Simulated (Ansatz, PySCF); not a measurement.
Process, species as SMILES: CC#N -> CC#N as triplet, charge 0
Structures are relaxed separately at B3LYP-D3(BJ)/def2-TZVP in Ansatz (a quantum-chemistry and plane-wave program). A spin state is the lowest found, not a proven ground state.

Wanted: adiabatic triplet-singlet gap (0 K, with B3LYP-D3(BJ) harmonic zero-point energies from PySCF), in kcal/mol. Valence correlation only, unless marked. Open shells are spin-unrestricted. No spin-orbit coupling. Non-relativistic. CBS marks a two-point X^-3 extrapolation of the correlation energy; Hartree-Fock from the larger set. [CCSD(T)-MP2]/basis is that difference in the basis named.

RI-MP2/CBS(aug-cc-pVTZ,aug-cc-pVQZ)+[CCSD(T)-MP2]/aug-cc-pVTZ (Ansatz) gives 108.3 kcal/mol.

**Question.** Another calculation gave 108.1 kcal/mol. Which level was it?
(A) M06-L/def2-TZVPD (PySCF)
(B) TPSS/def2-TZVPD (PySCF)
(C) MN15/def2-TZVPD (PySCF)
(D) HF/def2-TZVPD (PySCF)

**Answer.** C, MN15/def2-TZVPD (PySCF). The others give 103.6 (M06-L), 99.5 (TPSS), 81.4 (HF) kcal/mol.
